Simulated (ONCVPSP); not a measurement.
**germanium (Ge): ONCV pseudisation with PBEsol, scalar-relativistic reference atom.**

Ge, optimised norm-conserving Vanderbilt (ONCV), made with ONCVPSP 4.0.1 (PBEsol, scalar-relativistic). Core [Ar] 3d10, reference 4s2 4p2. Waves: 4s: rc 1.75 bohr, ncon 4, nbas 8, qcut 4.2 1/bohr, local; 4p: rc 1.75 bohr, ncon 5, nbas 8, qcut 4 1/bohr, 1 projector. Local part: the s channel. Core correction: Teter function, fcfact 4.75, rcfact 1.55.

Poles of the logarithmic derivatives, all-electron (AE) and pseudo (PS). s: poles at 1.9 (AE) and 1.7 (PS) Ha. p: poles at 2.8 (AE) and 2.8 (PS) Ha. Test radii: s 1.78, p 1.78 bohr.

* Cutoffs needed: 8.4 Ha and 31 Ha (the cutoffs (Ha) at which the residual kinetic energy of the hardest occupied pseudo-wave falls to 1 and 0.1 mHa per electron)
* Ghost test: no bound ghost flagged; no localised positive-energy state flagged
* Largest excitation error: -705 meV (all-electron minus pseudo) for 4s1 4p0, out of 4 test configurations
* rms error of d²Exc/dni dnj: 5.75 mHa without and 3.20 mHa with the model core
